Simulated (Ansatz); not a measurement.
```yaml
crystal:
  periodic: [false, false, false]
  atoms:
    - {symbol: Cr, position_ang: [0.761311, 0.910071, 1.737405]}
    - {symbol: Cr, position_ang: [-0.277289, -0.758192, 0.226018]}
    - {symbol: Cr, position_ang: [-0.475855, 1.558477, -0.208171]}
    - {symbol: N, position_ang: [0.940049, -0.606519, 1.208786]}
    - {symbol: N, position_ang: [-0.337929, -1.084121, -1.548917]}
    - {symbol: N, position_ang: [-0.610287, -0.019716, -1.415122]}
basis:
  gaussian: {orbitals: def2-SVPD, point_charges: [{charge: 0.50, position_ang: [5.367, 0.330, -0.326]}]}
magnetization: {spin_polarized: true, initial_magnetization: 1}
hamiltonian: {xc: {name: B97}, pseudopotentials: {relativity: none}}
output: {forces: true}
```

```sh
$ ansatz run in.yaml --threads 4 --pin off --events-out ev --progress --plain --max-ram 4787MiB
```

Output, abridged:

```
Functional definition: B97
1718 factors; integrals over basis functions are off by at most 9.2e-4 eV
mean field evaluation 1: about -89645.1676 eV, gradient 1.3e2 eV
mean field evaluation 2: about -88236.8028 eV, gradient 3.8e2 eV
mean field evaluation 4: about -89345.0037 eV, gradient 2.7e2 eV
mean field evaluation 8: about -89702.7131 eV, gradient 6.0e0 eV
mean field evaluation 16: about -89706.9550 eV, gradient 5.1e-3 eV
mean field evaluation 32: about -89620.1951 eV, gradient 9.2e1 eV
mean field evaluation 64: about -89620.1935 eV, gradient 8.4e1 eV
mean field evaluation 96: about -89591.4494 eV, gradient 1.0e2 eV
mean field evaluation 128: about -89597.5778 eV, gradient 9.4e1 eV
mean field evaluation 160: about -89706.1512 eV, gradient 6.8e-1 eV
mean field evaluation 192: about -89701.1290 eV, gradient 3.6e1 eV
mean field evaluation 224: about -89706.9550 eV, gradient 5.2e-5 eV
mean field evaluation 256: about -89706.9435 eV, gradient 7.4e-1 eV
mean field -89706.95500104 eV, -3296.6697907303 hartree, gradient 1.5e-5 eV, S^2 5.304543; 10 other end points of the search recorded, 0 dependent functions left out
reference -89706.95503941 eV, -3296.6697921402 hartree; 47, 46 occupied and 115, 116 virtual orbitals, 1718 factors
Total energy: -89706.95503941 eV, -3296.6697921402 hartree
Atom 0 at     0.761311     0.910071     1.737405 Å, force     0.318939     5.120526     2.991410 eV/Å
Atom 1 at    -0.277289    -0.758192     0.226018 Å, force    -4.322278    -2.441948     0.780732 eV/Å
Atom 2 at    -0.475855     1.558477    -0.208171 Å, force    -0.479763     2.188652    -0.021898 eV/Å
Atom 3 at     0.940049    -0.606519     1.208786 Å, force     4.959562    -4.062265     1.746916 eV/Å
Atom 4 at    -0.337929    -1.084121    -1.548917 Å, force     2.779163   -11.670245    -4.228067 eV/Å
Atom 5 at    -0.610287    -0.019716    -1.415122 Å, force    -3.211313    10.895505    -1.270680 eV/Å
Dipole moment:    -0.418960     0.460315     0.180091 e Å
```

It took 79 s on 4 threads of INTEL XEON PLATINUM 8581C on a shared host, peak host memory 1.1 GiB.

The charge 0 doublet is spin-contaminated (final ⟨S²⟩ up to 5.30, 0.75 for a pure state).
